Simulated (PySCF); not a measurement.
## Two-component Hartree-Fock for Te²⁷⁺ (tellurium, charge +27)

Start: [Ar] 3d7; 3d3/2 filled at m_j = -3/2, -1/2, +1/2, +3/2; 3d5/2 filled at m_j = +1/2, +3/2, +5/2. Calculated with PySCF 2.14 in an even-tempered Gaussian basis (16 s from 4 bohr⁻², ratio 2.8; 12 p from 5.2 bohr⁻², ratio 2.8; 8 d from 5.2 bohr⁻², ratio 2.8; 3 f from 20 bohr⁻², ratio 3): generalised Hartree-Fock with the X2C-1e Hamiltonian and a Gaussian nucleus; one run each with spin-orbit coupling (SO) switched off, then screened by Boettger's factors.

```csv
spinor shell,electrons,"ε, spin-free (eV)","ε, screened SO (eV)",weight of nominal j (screened SO),"rms radius, screened SO (bohr)"
1s1/2,2,-33028.8,-33025.0,1.000,0.0318
2s1/2,2,-6028.7,-6027.1,1.000,0.129
2p1/2,2,-5514.9,-5710.2,1.000,0.112
2p3/2,4,-5514.9,-5425.2,1.000,0.117
3s1/2,2,-1955.7,-1955.2,1.000,0.330
3p1/2,2,-1782.8,-1829.6,0.989,0.321
3p3/2,4,-1782.8,-1761.0,0.994,0.332
3d3/2,4,-1551.2,-1557.8,0.868,0.298
3d5/2,3,-1551.2,-1544.6,0.861,0.300
```

```csv
quantity,spin-free,screened SO
E (hartree),-6369.78802,-6372.05377
M_J,9/2,9/2
⟨J²⟩,24.751,24.751
⟨L²⟩,12.000,13.878
⟨S²⟩,3.750,3.113
```

Each row is a mean over spinors that exchange with the open shell spreads, by up to 30.516 eV (3p3/2).

Rows whose weight is well below 1 are mixtures of j = l ± 1/2: exchange outweighs spin-orbit coupling there, and the label is only the starting occupation.

Breit and QED terms are absent; they matter most for the inner s and p1/2 levels.

Densities and radii are taken from the X2C orbitals without a picture-change correction, which distorts them close to the nucleus.

Without spin-orbit coupling the j labels of p, d and f shells carry no meaning; the spin-free column gives the mean over the occupied spinors of each nl shell.
